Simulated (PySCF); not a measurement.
Computed IR spectrum (relative IR intensity) of a molecule C₄H₇BO. Coordinates come from a B3LYP-D3(BJ)/def2-SVP optimisation. The values are those of a single conformer. These are B3LYP-D3(BJ)/def2-SVP run with PySCF values and carry that method's errors. Harmonic, unscaled wavenumbers; measured fundamentals usually lie a few per cent lower.

| ν (cm⁻¹) | relative intensity |
|---|---|
| 854 | 23 |
| 912 | 31 |
| 942 | 21 |
| 948 | 18 |
| 1070 | 9.0 |
| 1111 | 32 |
| 1238 | 66 |
| 1294 | 42 |
| 1373 | 100 |
| 1380 | 21 |
| 1412 | 38 |
| 1432 | 2.9 |
| 1442 | 48 |
| 1774 | 51 |
| 3067 | 2.2 |
| 3089 | 2.8 |
| 3128 | 5.4 |

Task: Pick the molecule that these values belong to.
A) C=C1CB(O)C1
B) C=C1CB(C)O1
C) C=C1COB1C
D) OB1CC=CC1

Result: B, C=C1CB(C)O1
